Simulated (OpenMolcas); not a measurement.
Co2+, Rh2+, Ir2+: d7 down the group

| Property | Result |
| --- | --- |
| Program | OpenMolcas |
| Method | SS-CASPT2, IPEA 0.25 Eh, imaginary shift 0.1 Eh |
| Basis | ANO-RCC-VQZP |
| Scalar Hamiltonian | DKH2, point nucleus |
| Spin-orbit coupling | RASSI with atomic mean-field integrals over the reference wave functions, term energies averaged over their components |

Active space for each ion: 7 electrons in 10 orbitals (d d); closed shells correlated by CASPT2: Co2+ 3s 3p; Rh2+ 4s 4p; Ir2+ 5s 5p.

Computed levels in cm-1 above 4F 9/2:

```json
{"Level": "4F 7/2", "Co2+": "802", "Rh2+": "2100", "Ir2+": "7660"}
{"Level": "4F 5/2", "Co2+": "1389", "Rh2+": "3420", "Ir2+": "8870"}
{"Level": "4P 5/2", "Co2+": "15470", "Rh2+": "11410", "Ir2+": "14070"}
{"Level": "4P 1/2", "Co2+": "16080", "Rh2+": "12780", "Ir2+": "17090"}
{"Level": "2G 9/2", "Co2+": "17170", "Rh2+": "13250", "Ir2+": "16040"}
{"Level": "2G 7/2", "Co2+": "17940", "Rh2+": "15320", "Ir2+": "21670"}
{"Level": "2P 1/2", "Co2+": "21050", "Rh2+": "18420", "Ir2+": "28280"}
{"Level": "2H 11/2", "Co2+": "23250", "Rh2+": "17920", "Ir2+": "21690"}
{"Level": "2D 5/2(1)", "Co2+": "23560", "Rh2+": "18800", "Ir2+": "24800"}
{"Level": "weight of 4F in the lowest level (%)", "Co2+": "100", "Rh2+": "98", "Ir2+": "85"}
```

Mixed levels, with the weight of the term that names them: Ir2+ 4F 5/2 (60 %), Ir2+ 4P 1/2 (72 %), Ir2+ 2G 9/2 (60 %), Ir2+ 2P 1/2 (72 %), Ir2+ 2D 5/2(1) (71 %).

Measured, with the error of the calculation in %. Measured levels: Co2+ from Sugar and Corliss, J. Phys. Chem. Ref. Data 10, 1097 (1981); Rh2+ from the list in Shadmi, J. Res. Natl. Bur. Stand. 70A, 435 (1966).

| Level | Co2+ | Rh2+ |
| --- | --- | --- |
| 4F 7/2 | 841 (-4.6) | 2148 (-2.2) |
| 4F 5/2 | 1451 (-4.3) | 3486 (-1.9) |
| 4P 5/2 | 15202 (+1.8) | 11062 (+3.1) |
| 4P 1/2 | 15811 (+1.7) |  |
| 2G 9/2 | 16978 (+1.1) |  |
| 2G 7/2 | 17766 (+1.0) |  |
| 2H 11/2 | 22720 (+2.3) |  |
| 2D 5/2(1) | 23059 (+2.2) |  |

The fine-structure level 4F 5/2 changes by a factor of 6.39 from Co2+ to Ir2+.

Without spin-orbit coupling 4P lies 14940, 10060, 8570 cm-1 above 4F in that order; the difference to the level 4P 5/2, of either sign, comes from spin-orbit coupling, which also lowers the zero.

CASPT2 does not keep the components of a term degenerate, so their means are used; among the terms shown or strongly mixed into the levels shown the widest spread is 510 cm-1 (4d7 4F, Rh2+). Active for correlation alone: 4d; no level in the range computed is led by a configuration that fills it, so any true level of that kind is missing (holds for Co2+). Active for correlation alone: 5d; no level in the range computed is led by a configuration that fills it, so any true level of that kind is missing (holds for Rh2+). Active for correlation alone: 6d; no level in the range computed is led by a configuration that fills it, so any true level of that kind is missing (holds for Ir2+). Measured partners are found by configuration, term and J. A level has none where our copy of the source lacks it or the pairing is in doubt (some pairs that miss far off the trend of their configuration count as doubtful), and it then counts in no deviation. Only configurations of the active space appear.

A number in round brackets counts repeated terms of one configuration in the order of the reference energies.
